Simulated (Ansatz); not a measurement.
C2H3AlFN, SMILES `C#[C][Al]([NH2])[F]` at its PBE0-D4/def2-TZVP geometry, where that method's forces vanish. The species carries charge 0 and has multiplicity 1.

```csv
atom,x (Å),y (Å),z (Å)
C1,0.913,-2.208,-0.813
C2,0.693,-1.059,-0.507
Al3,0.332,0.734,-0.022
N4,-1.171,1.189,0.750
F5,1.451,1.902,-0.329
H6,1.111,-3.221,-1.084
H7,-1.420,2.123,1.031
H8,-1.908,0.541,0.974
```

(1) For each bond, give half the difference of the two atoms' forces along it (eV/Å; positive pushes the atoms apart) under PBE-D4, r2SCAN-D4, B3LYP-D4, ωB97M-V in def2-TZVPP. (An estimate is asked.)

Results:

(1) Computed: 
| bond | length (Å) | PBE-D4 | r2SCAN-D4 | B3LYP-D4 | ωB97M-V |
| --- | --- | --- | --- | --- | --- |
| C1–C2 | 1.209 | 0.93 | 0.37 | 0.04 | -0.25 |
| C1–H6 | 1.067 | -0.34 | -0.22 | -0.10 | 0.05 |
| C2–Al3 | 1.892 | -0.64 | -0.22 | -0.06 | 0.14 |
| Al3–N4 | 1.751 | -0.03 | 0.00 | 0.02 | -0.01 |
| Al3–F5 | 1.646 | 0.40 | 0.04 | 0.13 | 0.09 |
| N4–H7 | 1.006 | 0.20 | 0.02 | 0.00 | -0.02 |
| N4–H8 | 1.007 | 0.20 | 0.02 | 0.01 | -0.01 |

B3LYP here is the variant with VWN-RPA as its local correlation; programs differ in this.
